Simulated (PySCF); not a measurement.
Compound: C6H9OP.
Bonds: C1–C2 (double), C2–P3, P3–O4 (double), P3–C5, C5–C6 (double), P3–C7, C7–C8 (double). Hydrogens: H9, H10 on C1; H11 on C2; H12 on C5; H13, H14 on C6; H15 on C7; H16, H17 on C8.

A linear-response calculation (PySCF, def2-SVPD basis, gas phase, vertical, core orbitals frozen in the response) gave these numbers; the functional is withheld.

Orbital energies (eV): HOMO-3 -8.39, HOMO-2 -7.99, HOMO-1 -7.79, HOMO -7.79, LUMO -0.98, LUMO+1 -0.97, LUMO+2 0.48.

| state | E (eV) | f | main configurations (H = HOMO, L = LUMO) |
| --- | --- | --- | --- |
| S1 | 5.44 | 0.0000 | H-1/H→L/L+1 (98%) |
| S2 | 5.59 | 0.016 | H-1/H→L/L+1 (≥90%) |
| S3 | 5.59 | 0.016 | H-1/H→L/L+1 (≥90%) |
| S4 | 5.64 | 0.0015 | H-1/H→L/L+1 (98%) |
| S5 | 6.17 | 0.036 | H-2→L/L+1 (69%), H-3→L/L+1 (16%), H-4→L/L+1 (13%) |
| S6 | 6.17 | 0.038 | H-2→L/L+1 (69%), H-4→L/L+1 (15%), H-3→L/L+1 (15%) |

Triplets, Tamm–Dancoff:

| state | E (eV) | λ (nm) | main configurations (H = HOMO, L = LUMO) |
| --- | --- | --- | --- |
| T1 | 4.13 | 300.1 | H-2→L/L+1 (≥55%), H-3→L/L+1 (≥14%), H-4→L/L+1 (≥13%) |
| T2 | 4.14 | 299.8 | H-2→L/L+1 (≥53%), H-4→L/L+1 (≥14%), H-3→L/L+1 (≥14%) |
| T3 | 4.29 | 289.0 | H-3→L/L+1 (≥36%), H-4→L/L+1 (≥36%), H-2→L+3 (22%) |

Vertical ionisation energy by ΔSCF with the same functional: 9.67 eV. Mean static polarisability: 99.9 au.

Orbitals of the list HOMO-3 to LUMO+2 that lie within 0.01 eV of each other are written together with a slash and their weights summed (≥ marks a lower bound); for degenerate orbitals outside that list single weights are arbitrary.

Question: Which of these was used?
A. PBE
B. HF
C. PBE0
D. wB97X-D

Answer: C. PBE0 is a global hybrid with 25% exact exchange. In this run −ε(HOMO) = 7.79 eV differs from the ΔSCF value by -1.88 eV, and S1 differs from the orbital gap of 6.81 eV by -1.37 eV. The ratio −ε(HOMO)/IP is 0.81. Small neutral molecules mostly give 0.7 to 0.83 with PBE0, 0.5 to 0.7 with PBE, 0.89 to 0.99 with wB97X-D; with Hartree–Fock the ratio is 1 or more (Koopmans' value less the relaxation energy is the ΔSCF value).

Computed, not measured: PySCF 2.14.0, density-fitted response routines, TDDFT PBE0/def2-SVPD, vertical, gas phase, core orbitals frozen in the response. Geometry: PBE0-D3(BJ)/def2-SVP, one conformer, isolated molecule.

Conformer computed: `[CH2:1]=[CH:2][P:3](=[O:4])([CH:5]=[CH2:6])[CH:7]=[CH2:8]`: C1–C2–P3–O4 0°, C2–P3–C5–C6 125°, C2–P3–C7–C8 -125°.
